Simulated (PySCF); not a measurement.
# Trend along group 13: MO molecules

PBE0 with triple-zeta basis sets in PySCF, for the lowest determinant that a PBE0 search found; no spin–orbit coupling. De refers to high-spin ground-configuration atoms. A positive dipole means M(−)O(+).

```
 M         basis  state (unpaired electrons)  Re (Å)  ωe (cm⁻¹)  De (eV)  μ (D)
 B  x2c-TZVPPall               doublet (σ ↑)   1.200       1934     8.44  -2.36
Al    def2-TZVPP               doublet (σ ↑)   1.618        967     5.05  -4.21
Ga    def2-TZVPP               doublet (σ ↑)   1.705        741     4.17  -3.70
Tl  x2c-TZVPPall               doublet (π ↑)   2.177        458     3.18  -3.62
```

The shortest bond is that of BO (1.200 Å), the longest that of TlO (2.177 Å). BO is bound most strongly (8.44 eV) and TlO least (3.18 eV).

The rows differ in basis set, which adds steps of its own.

The state changes along the series, so neighbouring rows are not always alike in their bonding.

Spin–orbit coupling is left out, which matters for elements this heavy, above all for dissociation energies. States were picked by a PBE0 search and need not be the measured ground states.
